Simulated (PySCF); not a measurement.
Si3H7N

Si3H7N is a silylene (divalent Si1, bonded to 1 N + 1 Si), neutral, singlet. The structure, one conformer, was relaxed in the gas phase by PBE0-D3(BJ)/def2-SVP. No frequency run checks that it is a minimum.

The strong deshielding of the divalent centre rests on a low-lying excitation, and density functionals tend to overstate it.

SMILES: [SiH3]N[Si][SiH3]

```
atom   x (Å)   y (Å)   z (Å)
 Si1   1.995  -0.030   0.246
 Si2   0.424   1.743   0.792
  N3   0.889  -1.207  -0.394
 Si4  -0.859  -1.221  -0.644
  H5   1.202   3.013   0.955
  H6  -0.652   2.000  -0.224
  H7  -0.249   1.460   2.105
  H8   1.350  -2.064  -0.697
  H9  -1.280  -2.642  -0.832
 H10  -1.255  -0.436  -1.851
 H11  -1.532  -0.645   0.555
```

Shieldings: GIAO PBE0/pcSseg-2. Shifts are against computed references at the same level: H TMS (σ 31.24 ppm), Si TMS (σ 341.3 ppm). Core levels by delta-SCF with SCAN, pcX-2 on the ionised atom and pcseg-1 elsewhere, spin-free X2C (2p3/2 is the spin-free 2p value less a third of a first-order spin-orbit splitting); from the vacuum level, for chosen atoms.

Q: Give the shieldings and core levels atom by atom.

A: 
```tsv
atoms	bonded to	σ (ppm)	δ (ppm)	core level (eV)
Si1	1 N + 1 Si	-200.8	542.1	2p3/2 106.65
Si2	1 Si + 3 H	459.0	-117.7	2p3/2 105.94
N3	2 Si + 1 H	70.8	-	1s 404.62
Si4	1 N + 3 H	402.2	-60.9	2p3/2 107.28
H5 H6 H7	1 Si	27.62	3.62	-
H8	1 N	24.17	7.08	-
H9 H10 H11	1 Si	26.23	5.01	-
```

Values are those of this one static structure, with the three H of a rotating XH3 group averaged; atoms that internal rotation interchanges would show their mean in an NMR spectrum.

Q: Which of Si1, Si2, Si4 holds its core electrons tightest, and by how much against the loosest?

A: Si4 (bonded to 1 N + 3 H), by 1.35 eV over Si2 (bonded to 1 Si + 3 H).

Q: By CAM-B3LYP/def2-SVPD (TDDFT singlets, Tamm-Dancoff triplets, ionisation by delta-SCF), where does absorption start, and what does vertical ionisation take?

A: The lowest singlet lies at 2.52 eV (f 0.005), the strongest of the first 6 at 6.01 eV (f 0.244), the lowest triplet at 1.58 eV; vertical ionisation takes 8.00 eV.

The 3 runs behind this took 100 s in all, one thread each of Arm Neoverse V1 on a shared host, launched as `OMP_NUM_THREADS=1 python cluster_run.py task.json out`.
